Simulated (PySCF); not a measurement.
Mo(CO)6, SMILES [O+]#[C-]->[Mo](<-[C-]#[O+])(<-[C-]#[O+])(<-[C-]#[O+])(<-[C-]#[O+])<-[C-]#[O+], PBE0/def2-SVP optimised geometry.

```
13

Mo     0.00     0.00     0.00
O      0.00     0.00    -3.20
C      0.00     0.00    -2.06
O      0.00     3.20     0.00
C      0.00     2.06     0.00
O      3.20     0.00     0.00
C      2.06     0.00     0.00
O     -3.20     0.00     0.00
C     -2.06     0.00     0.00
O      0.00    -3.20     0.00
C      0.00    -2.06     0.00
O      0.00     0.00     3.20
C      0.00     0.00     2.06
```

Density from PySCF 2.14.0 with PBE0/def2-TZVP, def2 effective core potentials past Kr at that geometry. The core electrons that the potentials of Mo replace are not part of the density.

Minimum of the electron density along straight lines between bonded atoms, close to the bond critical point (lines longer than 1.1 times the sum of covalent radii, or with two minima, are not listed):

| bond | length / Å | ρ at the minimum / e bohr⁻³ | ∇²ρ there / e bohr⁻⁵ | position (fraction from the first atom) |
|---|---|---|---|---|
| O2–C3 | 1.141 | 0.489 | 0.65 | 0.67 |
| O4–C5 | 1.141 | 0.489 | 0.65 | 0.67 |
| O6–C7 | 1.141 | 0.489 | 0.65 | 0.67 |
| O8–C9 | 1.141 | 0.489 | 0.65 | 0.67 |
| O10–C11 | 1.141 | 0.489 | 0.65 | 0.67 |
| O12–C13 | 1.141 | 0.489 | 0.65 | 0.67 |
